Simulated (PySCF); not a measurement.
# Computed records: B2FH3

Calculation on a computer-drawn molecule: vertical ionisation energy to the stated ion spin, frozen-core CCSD(T) at the basis limit and cheaper methods, single-reference cases, UHF for radicals, no spin-orbit; all values are single points at the evaluated structure, the first of each entry, which is the reference or a displaced copy of it and isn't optimised; the reference structure only sets the zero of the energies above reference; triples share is (T) over the correlation energy. Program: PySCF 2.14.0.

Common to all runs: charge 0; multiplicity 1; ion multiplicity 2; diffuse functions no; basis cc-pVnZ; reference is the Hartree-Fock double-zeta minimum; best is HF at quadruple zeta + MP2 correlation extrapolated from triple and quadruple zeta + CCSD(T) minus MP2 at triple zeta; basis step is the size of the change from the same recipe one zeta lower.

(1) 
```xyz
6
formula=B2FH3 ionisation_energy_best=11.79 ionisation_energy_basis_step=0.04153 energy_above_reference_best=23.96 energy_above_reference_basis_step=0.1106 ionisation_energy_Koopmans_at_triple_zeta=12.41 ionisation_energy_EOM_CCSD_at_triple_zeta=11.75 total_energy_HF_triple_zeta=-150.5709 total_energy_CCSD(T)_triple_zeta=-151.0666 total_energy_best=-151.1413 T1_diagnostic_at_triple_zeta=0.01558 D1_diagnostic_at_triple_zeta=0.0474 ion_T1_diagnostic_at_triple_zeta=0.03699 ion_D1_diagnostic_at_triple_zeta=0.1672 ion_spin_squared_at_triple_zeta=0.8034 triples_share_at_triple_zeta=0.03085 basis_functions_triple_zeta=132 dipole_magnitude_HF_at_triple_zeta=1.957 dipole_magnitude_CCSD_unrelaxed_at_triple_zeta=1.66 dipole_magnitude_PBE_at_triple_zeta=1.458 dipole_magnitude_r2SCAN_at_triple_zeta=1.574 dipole_magnitude_B3LYP_at_triple_zeta=1.628 dipole_magnitude_wB97X_at_triple_zeta=1.679
B     -1.1446     0.6606     0.6882
B     -1.3289    -0.3816    -0.5081
F     -1.8047     0.0922    -1.8457
H     -2.0381     0.7928     1.5015
H     -0.0181     0.9339     1.0664
H     -1.3089    -1.7884    -0.5893
```

Units: ionisation_energy_best, ionisation_energy_basis_step, ionisation_energy_Koopmans_at_triple_zeta, ionisation_energy_EOM_CCSD_at_triple_zeta in eV; energy_above_reference_best, energy_above_reference_basis_step in kcal/mol; total_energy_HF_triple_zeta, total_energy_CCSD(T)_triple_zeta, total_energy_best in hartree; dipole_magnitude_HF_at_triple_zeta, dipole_magnitude_CCSD_unrelaxed_at_triple_zeta, dipole_magnitude_PBE_at_triple_zeta, dipole_magnitude_r2SCAN_at_triple_zeta, dipole_magnitude_B3LYP_at_triple_zeta, dipole_magnitude_wB97X_at_triple_zeta in debye.

Reference structure:
```xyz
6
B2FH3
B     -1.1269     0.5310     0.7107
B     -1.4492    -0.4526    -0.6436
F     -1.8141     0.0817    -1.8132
H     -1.9877     0.8141     1.5001
H     -0.0200     0.9376     0.9420
H     -1.3668    -1.6548    -0.6184
```

Drawn bonds:
```tsv
atom	other atom	order
1	2	1
2	3	1
1	4	1
1	5	1
2	6	1
```

Triple zeta:
```tsv
method	ionisation energy (eV)	energy above reference (kcal/mol)
HF	11.25	29.12
PBE	10.97	20
r2SCAN	11.12	22.4
B3LYP	11.39	23.1
wB97X	11.57	23.46
MP2	11.72	25.09
CCSD	11.75	25.14
CCSD(T)	11.65	24.32
```

(2) 
```xyz
6
formula=B2FH3 ionisation_energy_best=11.66 ionisation_energy_basis_step=0.04148 energy_above_reference_best=30.73 energy_above_reference_basis_step=0.09298 ionisation_energy_Koopmans_at_triple_zeta=12.19 ionisation_energy_EOM_CCSD_at_triple_zeta=11.63 total_energy_HF_triple_zeta=-150.5589 total_energy_CCSD(T)_triple_zeta=-151.0559 total_energy_best=-151.1305 T1_diagnostic_at_triple_zeta=0.01587 D1_diagnostic_at_triple_zeta=0.0474 ion_T1_diagnostic_at_triple_zeta=0.03841 ion_D1_diagnostic_at_triple_zeta=0.1748 ion_spin_squared_at_triple_zeta=0.8074 triples_share_at_triple_zeta=0.0312 basis_functions_triple_zeta=132 dipole_magnitude_HF_at_triple_zeta=1.969 dipole_magnitude_CCSD_unrelaxed_at_triple_zeta=1.667 dipole_magnitude_PBE_at_triple_zeta=1.464 dipole_magnitude_r2SCAN_at_triple_zeta=1.584 dipole_magnitude_B3LYP_at_triple_zeta=1.636 dipole_magnitude_wB97X_at_triple_zeta=1.695
B     -1.1446     0.6606     0.6882
B     -1.3289    -0.3816    -0.5081
F     -1.8047     0.0922    -1.8457
H     -2.0381     0.7928     1.5015
H     -0.0181     0.9339     1.0664
H     -1.3077    -1.8762    -0.5943
```

Units: ionisation_energy_best, ionisation_energy_basis_step, ionisation_energy_Koopmans_at_triple_zeta, ionisation_energy_EOM_CCSD_at_triple_zeta in eV; energy_above_reference_best, energy_above_reference_basis_step in kcal/mol; total_energy_HF_triple_zeta, total_energy_CCSD(T)_triple_zeta, total_energy_best in hartree; dipole_magnitude_HF_at_triple_zeta, dipole_magnitude_CCSD_unrelaxed_at_triple_zeta, dipole_magnitude_PBE_at_triple_zeta, dipole_magnitude_r2SCAN_at_triple_zeta, dipole_magnitude_B3LYP_at_triple_zeta, dipole_magnitude_wB97X_at_triple_zeta in debye.

Reference structure:
```xyz
6
B2FH3
B     -1.1269     0.5310     0.7107
B     -1.4492    -0.4526    -0.6436
F     -1.8141     0.0817    -1.8132
H     -1.9877     0.8141     1.5001
H     -0.0200     0.9376     0.9420
H     -1.3668    -1.6548    -0.6184
```

Drawn bonds:
```tsv
atom	other atom	order
1	2	1
2	3	1
1	4	1
1	5	1
2	6	1
```

Triple zeta:
```tsv
method	ionisation energy (eV)	energy above reference (kcal/mol)
HF	11.02	36.68
PBE	10.88	26.12
r2SCAN	11.02	28.94
B3LYP	11.28	29.81
wB97X	11.45	30.38
MP2	11.57	32.23
CCSD	11.61	31.98
CCSD(T)	11.52	31.03
```
